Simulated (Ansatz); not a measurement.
`FC[SiH](F)Cl` + H₂O → `O[SiH](Cl)CF` + H–F  (formal hydrolysis of the Si–F bond)

Program: Ansatz. Geometries: PBE0-D4/def2-TZVP. ΔE: electronic, gas phase. CBS: MP2 limit from def2 TZ/QZ plus the TZ coupled-cluster correction, frozen cores. This one scheme is used for every species. DFT in def2-TZVPP. B3LYP here is the variant with VWN-RPA as its local correlation; programs differ in this. Each species was taken in one conformer, which may not be the lowest.

`FC[SiH](F)Cl`:

Z-matrix (Å, degrees):
```
C
Si 1 1.876
F 1 1.388 2 109.9
H 1 1.095 2 110.6 3 -120.0
H 1 1.095 2 110.9 3 120.3
Cl 2 2.040 1 107.1 3 175.9
F 2 1.588 1 109.6 3 -66.4
H 2 1.475 1 113.6 3 54.7
```

H₂O:

Z-matrix (Å, degrees):
```
O
H 1 0.960
H 1 0.960 2 105.1
```

`O[SiH](Cl)CF`:

Cartesian coordinates in Å:
```
O 1.684 0.306 -0.704
Si 0.505 -0.633 -0.083
Cl -0.319 -1.845 -1.520
C -0.878 0.441 0.619
F -1.228 1.395 -0.335
H 1.424 0.990 -1.325
H 1.122 -1.484 0.953
H -1.770 -0.137 0.876
H -0.540 0.969 1.518
```

H–F:

Cartesian coordinates in Å:
```
F 0.396 -0.039 -0.231
H -0.396 0.039 0.231
```

```csv
level,ΔE (kcal/mol),difference from CCSD(T)/CBS
PBE-D4,8.5,-0.2
B3LYP-D4,9.0,0.3
ωB97X-V,9.0,0.3
r2SCAN,9.3,0.6
PBE0,8.8,0.1
B3LYP,9.9,1.2
HF/def2-TZVPP,10.2,1.5
MP2/def2-TZVPP,8.0,-0.7
CCSD/def2-TZVPP,8.7,0.0
CCSD(T)/def2-TZVPP,8.5,-0.2
HF/def2-QZVPP,10.6,1.9
MP2/def2-QZVPP,8.3,-0.4
SCS-MP2/def2-QZVPP,8.9,0.2
HF/CBS(def2),10.6,1.9
MP2/CBS(def2),8.3,-0.4
CCSD/CBS(def2),9.0,0.3
CCSD(T)/CBS,8.7,0
```

Largest T1 diagnostic among the species: 0.011.

The D4 term adds −0.9 kcal/mol with B3LYP and −0.5 kcal/mol with PBE0; it sums over pairs of atoms, weighted by their polarisabilities, and B3LYP, whose exchange is more repulsive, gets the larger term. In def2-TZVPP, CCSD(T) changes the Hartree–Fock value by −1.7 kcal/mol (the triples alone add −0.3 kcal/mol) and MP2 by −2.1 kcal/mol.
